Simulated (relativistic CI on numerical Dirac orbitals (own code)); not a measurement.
## Slater and spin-orbit integrals, Sb41+

Computed by Dirac-Coulomb-Breit CI, orbitals from a KLI potential per configuration, model QED (radiative potential, 1s self-energy scaled to tabulated hydrogen-like ionisation energies), unscaled Slater integrals (own radial code, finite nucleus).

Slater integrals F^k, G^k are unscaled and averaged over j, outside the closed core 1s2; ζ comes from projecting the Hamiltonian with its Breit term on Σ l·s of the shell.

- 2s²2p⁵3s: ζ(2p) = 1.3911e+06, G^1(2p,3s) = 94680 cm⁻¹; <r>(2p) = 0.1036, <r^2>(2p) = 0.01304, <r>(3s) = 0.2849, <r^2>(3s) = 0.09241 (bohr units).
- 2s²2p⁵3p: ζ(2p) = 1.3904e+06, F^2(2p,3p) = 248510, G^0(2p,3p) = 98276, G^2(2p,3p) = 108560, ζ(3p) = 367500 cm⁻¹; <r>(2p) = 0.1037, <r^2>(2p) = 0.01306, <r>(3p) = 0.2745, <r^2>(3p) = 0.087 (bohr units).
- 2s²2p⁵3d: ζ(2p) = 1.3917e+06, F^2(2p,3d) = 329660, G^1(2p,3d) = 313310, G^3(2p,3d) = 181320, ζ(3d) = 51053 cm⁻¹; <r>(2p) = 0.1037, <r^2>(2p) = 0.01306, <r>(3d) = 0.2398, <r^2>(3d) = 0.06613 (bohr units).

Averages of the first 10 configurations, taken without configuration mixing, which lowers the lowest level and can move excited configurations by several eV; other configurations of the list can lie among them:

```csv
Configuration,Parity,States,Average energy above the lowest level (eV)
2s²2p⁶,even,1,0.1
2s²2p⁵3s,odd,12,3793.2
2s²2p⁵3p,even,36,3925.6
2s²2p⁵3d,odd,60,4064.3
2s2p⁶3s,even,4,4256.0
2s2p⁶3p,odd,12,4385.3
2s2p⁶3d,even,20,4523.7
2s²2p⁵4s,odd,12,5160.4
2s²2p⁵4p,even,36,5214.8
2s²2p⁵4d,odd,60,5268.6
```
